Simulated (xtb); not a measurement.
C5H15O2Si, charge +1, singlet, geometry from GFN2-xTB. Base run: GFN0-xTB (xtb).

Geometry (Å):
```xyz
23

C      2.9437     1.9118     0.7155
C      2.6412     0.6097    -0.0010
O      1.2303     0.4564    -0.1156
Si     0.2621    -0.7128    -0.5985
C      0.1448    -2.2619     0.4675
O     -1.1971     0.2316    -0.1687
C     -2.5705    -0.0689    -0.4851
C     -3.4889     0.4610     0.5957
H      4.0189     2.0326     0.8023
H      2.5423     2.7546     0.1594
H      2.5115     1.9070     1.7125
H      3.0676     0.6085    -1.0068
H      3.0431    -0.2429     0.5510
H      0.1624    -0.8553    -2.0411
H     -0.7327    -2.8637     0.2463
H      0.1148    -2.0136     1.5295
H      1.0064    -2.9079     0.3176
H     -1.0703     1.1668     0.0577
H     -2.8144     0.3628    -1.4597
H     -2.6261    -1.1543    -0.5553
H     -4.5146     0.1920     0.3621
H     -3.4315     1.5455     0.6599
H     -3.2356     0.0334     1.5623
```
Charge +1, spin multiplicity 1.
All else is at xtb's defaults.
Base energy -25.60079 Eh.

The base run was repeated with changes; each row names its change, and settings that it needs were set with it.

```tsv
change	ΔE vs base (kcal/mol)	HOMO-LUMO gap (eV)
base	0.000	4.91
acc = 0.0001	0.000	4.91
acc = 0.1	0.000	4.91
acc = 30	0.000	4.91
etemp = 1000	0.000	4.91
file = coord	0.000	4.91
```
